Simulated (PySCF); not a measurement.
An excited-state job on `[Si@@H](C)(OC)O[SiH2]F`.

Method: TDDFT CAM-B3LYP/def2-SVPD, vertical, gas phase, core orbitals frozen in the response (PySCF 2.14.0, density-fitted response routines). Geometry: GFN2-xTB. A driver script takes a list of jobs; this job's settings line and coordinates (Å) are shown.

Command:
```bash
OMP_NUM_THREADS=1 python probes_run.py task.json out
```

Input:
```
{"job": {"kind": "uv", "xc": "CAM-B3LYP", "basis": "def2-SVPD", "nstates": 8, "ntriplets": 3}, "charge": 0, "multiplicity": 1}
C     -1.298966     1.958311     0.334319
O     -1.437992     0.568555     0.261443
Si    -0.474229    -0.573453     0.885422
C     -0.973744    -2.155431    -0.008330
O      1.100845    -0.213794     0.627834
Si     2.403780     0.279424    -0.160793
F      2.106939     0.250256    -1.739176
H     -1.514934     2.313652     1.344695
H     -2.006890     2.403518    -0.365828
H     -0.282736     2.258473     0.066108
H     -0.507862    -0.613818     2.346653
H     -0.458744    -3.009361     0.418372
H     -0.725749    -2.111482    -1.065011
H     -2.039850    -2.333423     0.076522
H      2.646298     1.675993     0.158999
H      3.456237    -0.688476     0.074844
```

Task: What does the run print?

Result: 
```
coarse grid: 14264 points
cycle   1  E = -910.2478033973  dE =  7.563e-01  |g| = 1.033e+00  |ddm| = 6.541e+00
cycle   2  E = -910.1263581039  dE =  1.214e-01  |g| = 1.347e+00  |ddm| = 3.051e+00
cycle   3  E = -910.4443117315  dE = -3.180e-01  |g| = 6.609e-02  |ddm| = 1.269e+00
cycle   4  E = -910.4451164742  dE = -8.047e-04  |g| = 3.305e-02  |ddm| = 1.809e-01
cycle   5  E = -910.4453662607  dE = -2.498e-04  |g| = 8.392e-03  |ddm| = 5.752e-02
cycle   6  E = -910.4453780829  dE = -1.182e-05  |g| = 2.644e-03  |ddm| = 2.005e-02
cycle   7  E = -910.4453793012  dE = -1.218e-06  |g| = 5.057e-04  |ddm| = 3.472e-03
final grid: 128640 points
cycle   8  E = -910.5809534422  dE = -2.418e-05  |g| = 3.594e-03  |ddm| = 5.915e-02
cycle   9  E = -910.5809535556  dE = -1.134e-07  |g| = 3.754e-03  |ddm| = 1.061e-02
cycle  10  E = -910.5809563153  dE = -2.760e-06  |g| = 4.168e-04  |ddm| = 3.960e-03
cycle  11  E = -910.5809563470  dE = -3.169e-08  |g| = 1.393e-04  |ddm| = 6.408e-04
cycle  12  E = -910.5809563511  dE = -4.135e-09  |g| = 2.754e-05  |ddm| = 2.997e-04
cycle  13  E = -910.5809563513  dE = -1.560e-10  |g| = 1.068e-05  |ddm| = 8.212e-05
converged SCF energy = -910.5809563513

Static polarisability (au): isotropic 78.215, principal 70.687 80.343 83.613

Singlet excitations
state   eV       nm        f      main configurations
  1   7.8167    158.6   0.01449   H->L 0.68
  2   8.1629    151.9   0.00718   H-2->L 0.21, H-1->L 0.17, H->L+1 0.10
  3   8.2058    151.1   0.00608   H->L+4 0.26, H-2->L+1 0.18, H->L+1 0.13
  4   8.3186    149.0   0.05811   H->L+2 0.49, H-1->L+1 0.08
  5   8.3300    148.8   0.03409   H-1->L 0.42, H->L+2 0.19, H->L 0.11
  6   8.5239    145.5   0.03591   H-2->L 0.26, H->L+6 0.09, H-1->L+4 0.08
  7   8.6656    143.1   0.02142   H->L+1 0.42, H-1->L+1 0.09
  8   8.8745    139.7   0.08919   H->L+6 0.29, H-1->L+4 0.10, H-3->L 0.09

Triplet excitations (Tamm-Dancoff, eV): 7.6082 7.7125 7.8270
```

The SCF starts on a coarse grid where the log names one; the energy can jump when the final grid takes over, and dE then counts from the start density on the new grid. H and L stand for HOMO and LUMO; the number after each pair is its weight.

Task: Which computed singlet has the largest oscillator strength, and what do all of them sum to?

Result: State 8 at 8.87 eV (140 nm), f = 0.089; the 8 states sum to 0.266.

Task: Give the mean polarisability as a volume in Å³, and the ratio of the largest to the smallest principal value.

Result: 78.215 au × 0.148185 = 11.59 Å³; 83.613/70.687 = 1.18.

In short: HOMO -9.62 eV, LUMO 1.08 eV; lowest singlet 7.82 eV; lowest triplet 7.61 eV (Tamm–Dancoff); mean polarisability 78.2 au.

Task: Estimate the wall time. Hardware: one thread, Arm Neoverse N1 (aarch64), no GPU, shared host with 64 logical CPUs at a one-minute load of 61. And the peak memory of the process?

Result: About 1.8 min, with 1.1 GiB resident at the peak, the Python interpreter and its libraries included.

One conformer stands for the species.
Labels such as C1 count atoms from 1, the log's own numbers from 0.
